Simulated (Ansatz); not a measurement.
Stepwise reaction of `Cl[SiH2][SiH](Cl)Cl` with water, as a gas-phase model of exchange steps in deposition or etching. ΔE in kJ/mol.

Isolated molecules relaxed with PBE0-D4/def2-TZVP in Ansatz; ΔE leaves out vibrations. CCSD(T)/CBS adds triple-zeta CCSD(T) − MP2 to the extrapolated MP2 energy (def2 sets, frozen cores). This one scheme is used for every species. Functionals use def2-TZVPP. B3LYP here is the variant with VWN-RPA as its local correlation; programs differ in this. One conformer a species, not always the lowest.

| step | reaction | PBE-D4 | B3LYP-D4 | ωB97M-V | CCSD(T)/CBS |
| --- | --- | --- | --- | --- | --- |
| 1 | `Cl[SiH2][SiH](Cl)Cl` + H₂O → `O[SiH](Cl)[SiH](Cl)Cl` + H₂ | -77.4 | -82.6 | -81.9 | -77.5 |

(1) Give the row of step 2, `O[SiH](Cl)[SiH](Cl)Cl` + H₂O → `O[Si](O)(Cl)[SiH](Cl)Cl` + H₂. (An estimate is asked.)

(2) By hand: ΔE of the 2 steps together at CCSD(T)/CBS.

## Answers

(1) The calculation gave: 
| step | reaction | PBE-D4 | B3LYP-D4 | ωB97M-V | CCSD(T)/CBS |
| --- | --- | --- | --- | --- | --- |
| 2 | `O[SiH](Cl)[SiH](Cl)Cl` + H₂O → `O[Si](O)(Cl)[SiH](Cl)Cl` + H₂ | -89.9 | -97.4 | -97.0 | -93.1 |

(2) (-77.5) + (-93.1) = -170.6 kJ/mol, or -85.3 kJ/mol a step.

In ΔE each step is lower than the one before. All are downhill at CCSD(T)/CBS. PBE-D4 differs from CCSD(T)/CBS by 0.1 to 3.2 kJ/mol a step. Isolated molecules leave out the surface, adducts and barriers. Largest T1 diagnostic: 0.011.
